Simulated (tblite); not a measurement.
C4F5, doublet, at a GFN2-xTB geometry; GFN1-xTB in tblite.

The tblite input:
```
$ tblite run mol.xyz --method gfn1 --charge 0 --spin 1 --guess eeq --json tblite.json --no-restart

# file mol.xyz
9

F      2.52928212    -0.24393411    -0.30729578
C      1.23940728    -0.40507442    -0.22407840
C      0.36208998    -1.38200037    -0.39072110
C     -0.87156126    -0.57972548    -0.06496246
F     -1.55611753    -0.92649574     1.02729554
F     -1.75660355    -0.39268928    -1.04659990
C      0.15556950     0.60732401     0.14128194
F     -0.00441458     1.63687873    -0.70162866
F      0.19751655     1.09922457     1.38721548
```

Q: Predict the main parts of the log of this tblite run.

A: 
```
xTB calculator
 | screened Coulomb repulsion
 | Coulomb electrostatics
 |  * isotropic Klopman-Ohno-Mataga-Nishimoto electrostatics
 |  * onsite third-order electrostatics
 | DFT-D3(BJ) dispersion correction

halogen bonding energy    0.0000000000000E+00 Eh
repulsion energy          1.3382356877274E-01 Eh
dispersion energy        -2.8515047986243E-03 Eh
number of electrons       5.1000000000000E+01 e
integral cutoff           1.7350510997663E+01 bohr

------------------------------------------------------------
  cycle        total energy    energy error   density error
------------------------------------------------------------
      1     -33.90753203210  -3.4038504E+01   5.7457334E-01
      2     -33.99336731522  -8.5835283E-02   3.4299842E-01
      3     -33.99067494160   2.6923736E-03   1.4972897E-01
      4     -33.99857980373  -7.9048621E-03   2.5125701E-02
      5     -33.99988308456  -1.3032808E-03   1.7584979E-03
      6     -33.99988939649  -6.3119333E-06   2.0657880E-04
      7     -33.99988946399  -6.7494703E-08   4.9164766E-05
      8     -33.99988946416  -1.7210766E-10   1.1076062E-05
------------------------------------------------------------

electronic energy        -3.4130861528136E+01 Eh
total energy             -3.3999889464162E+01 Eh

Post processing:
 | Mayer-Wiberg bond orders

[Info] JSON dump of results written to 'tblite.json'
```
